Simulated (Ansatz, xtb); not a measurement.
## GeH2OSiSn: which of two structures lies lower

Structure X is a singlet given by its coordinates and structure Y is a singlet given by its coordinates. Both are isolated molecules in the gas phase, relaxed with r2SCAN-D4/def2-SVP.

X (Å):

```yaml
atoms:
  - { symbol: Ge, position_ang: [-1.2213, 1.1894, 0.7653] }
  - { symbol: O, position_ang: [-1.7744, 0.1059, -0.6764] }
  - { symbol: Si, position_ang: [-0.4954, -0.9524, -0.4307] }
  - { symbol: Sn, position_ang: [1.5134, 0.3168, 0.5078] }
  - { symbol: H, position_ang: [-0.9853, -2.3062, 0.0181] }
  - { symbol: H, position_ang: [0.3151, 1.6839, -0.1402] }
```

Close contacts (Å): Ge1–O2 1.89, Ge1–Si3 2.56, Ge1–Sn4 2.88, O2–Si3 1.68, Si3–Sn4 2.55, Ge1–H6 1.85, Si3–H5 1.51, Sn4–H6 1.93.

Y (Å):

```xyz
6

Ge   -1.2658    0.6966   -0.9383
O    -1.6577    0.8030   -4.0452
Si   -0.7039   -0.0729   -3.0242
Sn   -3.3159    0.8017   -2.6930
H     0.0546   -1.1651   -3.7259
H    -1.1078   -0.4795    0.0750
```

Close contacts (Å): Ge1–Si3 2.29, Ge1–Sn4 2.70, O2–Si3 1.65, O2–Sn4 2.14, Si3–Sn4 2.77, Ge1–H6 1.56, Si3–H5 1.50.

Energies in hartree; the thermal terms are from r2SCAN-D4/def2-SVP harmonic frequencies (ideal gas, rigid rotor, one conformer each, 298.15 K, 1 atm) and include the zero-point energy:

```
                               X            Y
E, CCSD(T)/def2-SVP  −2653.893344  −2653.902351
    E, MP2/def2-SVP  −2653.846590  −2653.858388
  E, MP2/def2-TZVPP  −2654.639787  −2654.649535
  zero-point energy      0.019172      0.019581
       H(298 K) − E      0.025907      0.026594
       G(298 K) − E     −0.012876     −0.012486
```

Task: Correct the CCSD(T) difference for the basis set by the MP2 change, then work out ΔE, ΔE₀, ΔH and ΔG for X → Y in kJ/mol (1 Eh = 2625.50 kJ/mol) and the equilibrium ratio [Y]/[X].

Result: 1. Differences Y − X: CCSD(T) −0.009007, MP2 in the small set −0.011798, MP2 in the large set −0.009748 Eh.
2. ΔE = −0.009007 + (−0.009748 − (−0.011798)) = −0.006957 Eh = −18.27 kJ/mol.
3. ΔE₀ = ΔE + ΔZPE = −0.006957 + (+0.000409) Eh = −17.19 kJ/mol.
4. ΔH = ΔE + (+0.000687) Eh = −16.46 kJ/mol.
5. ΔG = ΔE + (+0.000390) Eh = −17.24 kJ/mol, so ΔS = (ΔH − ΔG)/T = +2.6 J/(mol K).
6. kT = 0.9442 mEh, so K = [Y]/[X] = exp(−ΔG/kT) = exp(+6.96) ≈ 1.0 × 10^3.

Structure Y is favoured at this temperature. An error of 4 kJ/mol in ΔG would change K by a factor of 5. Mirror images and further conformers aren't counted.

Other levels gave ΔE = −20.1 (r2SCAN-D4/def2-SVP); −37.5 (HF/def2-SVP); −31.0 (MP2/def2-SVP); −23.6 (CCSD(T)/def2-SVP) kJ/mol. The correlated steps freeze 19 core orbitals; the filled d shell of Ge and Sn is correlated, in a basis made for valence electrons. Atoms past krypton carry core potentials in the def2 sets, without spin–orbit terms. Programs: Ansatz 0.2.0.
